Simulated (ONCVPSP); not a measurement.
# rhodium (Rh): one change to an ONCV potential, before and after

rhodium (Rh), optimised norm-conserving Vanderbilt (ONCV), made with ONCVPSP 4.0.1 (PBEsol, scalar-relativistic). Core [Ar] 3d10, reference 4s2 4p6 4d8 5s1. Waves: 4s+5s: rc 1.35 bohr, ncon 4, nbas 7, qcut 7.2 1/bohr, 2 projectors; 4p: rc 1.35 bohr, ncon 4, nbas 7, qcut 11.5 1/bohr, 2 projectors, debl 2.8 Ha; 4d: rc 1.40 bohr, ncon 4, nbas 7, qcut 8.1 1/bohr, 1 projector. Local part: polynomial inside 1.20 bohr (lpopt 3, dvloc0 0 Ha). Core correction: Teter function fitted to the true core (icmod 2), fcfact 0.6.

Change: s: qcut 9.

Cutoffs: the cutoffs (Ha) at which the residual kinetic energy of the hardest occupied pseudo-wave falls to 1 and 0.1 mHa per electron; they do not see the model core or the augmentation charge, which bear on the density cutoff. Errors are all-electron minus pseudo energies relative to the spin-unpolarised reference configuration.

How do hardness, ghosts and transferability respond?

The potential gets softer (39 Ha and 61 Ha → 39 Ha and 47 Ha); of the 4 tests that both files solve, the error grows in 0 and shrinks in 2 by more than 15 % and 0.3 meV (median size 1.7 → 1.6 meV); neither file shows a bound ghost.

```tsv
quantity	base	changed
cutoff, loose	39 Ha	39 Ha
cutoff, tight	61 Ha	47 Ha
loose cutoff by channel	s 25 Ha, p 39 Ha, d 27 Ha	s 31 Ha, p 39 Ha, d 27 Ha
bound ghosts	none	none
GHOST(+) flags under 300 eV	none	none
error for 4s2 4p6 4d8 5s0, meV [ΔE 7.46 eV]	-1.6	-1.3
error for 4s2 4p6 4d7 5s0, meV [ΔE 26.97 eV]	-1.9	-1.8
error for 4s2 4p6 4d6 5s0, meV [ΔE 59.47 eV]	-0.6	-0.5
error for 4s2 4p6 4d9 5s0, meV [ΔE -0.91 eV]	-2.2	-1.8
s: phases at 1.37 bohr within 0.05 rad from the reference energy up to (Ha; the scan ends near 5)	to the end of the scan	to the end of the scan
p: phases at 1.37 bohr within 0.05 rad from the reference energy up to (Ha; the scan ends near 5)	to the end of the scan	to the end of the scan
d: phases at 1.42 bohr within 0.05 rad from the reference energy up to (Ha; the scan ends near 5)	to the end of the scan	to the end of the scan
rms error of d²Exc/dni dnj with the model core, mHa	0.66	0.42
```
